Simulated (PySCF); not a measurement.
## Orbital picture of GaN⁺

PBE at R = 2.684 Å; basis Ga pcseg-1, N pcseg-1; no relativity; PySCF 2.14. State: ⁴Σ⁻ (quartet), unpaired electrons σ ↑, π ↑↑. Only the outer orbitals are listed, counted within each symmetry.

| spin | orbital | occ. | ε (eV) | on Ga (%) | main shells (%) |
| --- | --- | --- | --- | --- | --- |
| α | 8σ | 1 | -25.69 | 1 | 99 N s |
| α | 9σ | 1 | -16.10 | 80 | 80 Ga s, 19 N p |
| α | 4π | 1 | -13.96 | 1 | 99 N p |
| α | 4π | 1 | -13.96 | 1 | 99 N p |
| α | 10σ | 1 | -13.87 | 26 | 74 N p, 19 Ga s |
| α | 5π | 0 | -8.82 | 99 | 99 Ga p |
| α | 5π | 0 | -8.82 | 99 | 99 Ga p |
| α | 11σ | 0 | -8.09 | 94 | 93 Ga p |
| β | 8σ | 1 | -21.31 | 3 | 96 N s |
| β | 9σ | 1 | -15.66 | 95 | 95 Ga s |
| β | 10σ | 0 | -10.64 | 30 | 68 N p, 27 Ga p |
| β | 4π | 0 | -9.94 | 20 | 80 N p, 19 Ga p |
| β | 4π | 0 | -9.94 | 20 | 80 N p, 19 Ga p |

**Question.** Which are the highest filled and the lowest empty level, where do they sit, and how wide is the gap?

**Answer.** Highest filled α 10σ at -13.87 eV (in %: 74 N p, 19 Ga s); lowest empty β 10σ at -10.64 eV (in %: 68 N p, 27 Ga p); the gap at PBE is 3.23 eV.

| Quantity | Value |
| --- | --- |
| bond order (Mayer) | 0.26 |
| ⟨S²⟩ | 3.753 |
| charge on Ga (Mulliken, basis-dependent) | 0.92 |
| charge on Ga (Löwdin, basis-dependent) | 0.82 |
| dipole moment (positive dipole points towards N; it is taken about the centre of mass and depends on that origin) | -0.95 D |
| polarisability along the bond | 39.4 bohr³ |
| polarisability across the bond | 22.0 bohr³ |

Spin–orbit coupling is left out. The state is the lowest determinant that a PBE0 search found; another state may lie lower at other levels.
